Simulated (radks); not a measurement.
Species: Ru3.5+. Configuration: [Kr] 4d(up 4, down 0.5) (fractional occupations, a model configuration).

Method: scalar-relativistic Kohn-Sham, PBE, spin-polarised, spherical densities, finite nucleus; Fermi nuclear charge, rms radius 4.4809 fm; computed with a radial shooting solver on a logarithmic mesh with Libxc functionals.

Energy parts (hartree):
total: -4527.96140
kinetic: 4682.38614
electron-nucleus: -10858.81043
Hartree: 1780.60334
exchange-correlation: -132.14045

Orbitals (lengths in bohr, moments of r in powers of bohr; <r^-3> diverges for s and p1/2; r(90%) holds 90 % of the orbital's charge):
orbital,occ.,eigenvalue (hartree),<1/r>,<r^2>,<r^-3>,r(90%)
1s up,1,-807.7649,45.87,0.001510,-,0.0599
1s down,1,-807.7653,45.87,0.001510,-,0.0599
2s up,1,-117.5361,10.37,0.02501,-,0.225
2s down,1,-117.5143,10.37,0.02501,-,0.225
2p up,3,-105.4344,10.05,0.01969,2999,0.207
2p down,3,-105.4181,10.06,0.01969,3000,0.207
3s up,1,-22.02137,3.596,0.1856,-,0.594
3s down,1,-22.01044,3.595,0.1855,-,0.594
3p up,3,-18.04571,3.424,0.1888,515.1,0.608
3p down,3,-18.03320,3.423,0.1887,514.8,0.607
3d up,5,-11.65264,3.196,0.1766,69.43,0.611
3d down,5,-11.63283,3.196,0.1764,69.40,0.611
4s up,1,-4.41234,1.356,1.150,-,1.46
4s down,1,-4.30911,1.364,1.142,-,1.46
4p up,3,-3.29408,1.220,1.387,81.58,1.62
4p down,3,-3.18444,1.227,1.381,82.80,1.62
4d up,4,-1.67998,0.9410,2.279,7.139,2.14
4d down,0.5,-1.56874,0.9366,2.335,7.118,2.18

The highest occupied level is 4d down at -42.688 eV. The spin density at the nucleus is -3.352 e/bohr^3 (1s -0.040, 2s -1.129, 3s 0.531, 4s -2.714). The electron density at the nucleus is 1.125e+05 e/bohr^3 (large components only).
